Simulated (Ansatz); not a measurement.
The pair A = N2 (SMILES N#N) (first 2 atoms), B = C2H6O (SMILES CCO); geometry from B3LYP-D3(BJ)/def2-TZVP.
(charge 0, multiplicity 1):
```xyz
11

N      1.14415     0.98750    -0.19306
N      0.77129     0.24647     0.51469
C     -1.36065     0.48160     3.72128
C      0.09426     0.11886     3.96995
O      0.44545    -1.15231     3.43495
H     -1.60591     1.43892     4.18770
H     -2.02071    -0.28403     4.13166
H     -1.56487     0.56949     2.65098
H      0.75355     0.90083     3.57122
H      0.28980     0.04724     5.04090
H      0.34459    -1.11338     2.47777
```

Frozen-core correlation. MP2 and its Hartree–Fock in aug-cc-pVTZ are density fitted.

Codes used: Ansatz (a quantum-chemistry and plane-wave program). 

The counterpoise-corrected interaction energy is E(AB) − E(A in the pair's basis) − E(B in the pair's basis). Total energies (hartree):

```
level                          AB  A in the pair's basis  B in the pair's basis
-------------------  ------------  ---------------------  ---------------------
HF/aug-cc-pVDZ       -263.0666990           -108.9616149           -154.1055691
MP2/aug-cc-pVDZ      -263.8927455           -109.2772700           -154.6134756
HF/aug-cc-pVTZ       -263.1305002           -108.9860632           -154.1448909
MP2/aug-cc-pVTZ      -264.1242660           -109.3639632           -154.7580442
CCSD(T)/aug-cc-pVDZ  -263.9611066           -109.2936544           -154.6656405
```

**Question.** Work out the counterpoise-corrected interaction energy at the basis-set limit: extrapolate the MP2 correlation part as X⁻³, take Hartree–Fock from the larger set, and add the CCSD(T) − MP2 difference of aug-cc-pVDZ.

**Answer.** 
1. Differences (1 hartree = 627.509 kcal/mol): HF/aug-cc-pVDZ 0.304; MP2/aug-cc-pVDZ -1.255; HF/aug-cc-pVTZ 0.285; MP2/aug-cc-pVTZ -1.417; CCSD(T)/aug-cc-pVDZ -1.137.
2. Correlation parts, MP2 less HF: -1.559 in aug-cc-pVDZ (X = 2), -1.702 in aug-cc-pVTZ (X = 3).
3. Limit (3³·(-1.702) − 2³·(-1.559))/(3³ − 2³) = -1.762; with HF/aug-cc-pVTZ it gives -1.477.
4. CCSD(T) less MP2 in aug-cc-pVDZ: 0.118.
Result: -1.36 kcal/mol, against -1.25 at MP2/aug-cc-pVDZ. It is an estimate of this method's limit, not of the exact value.
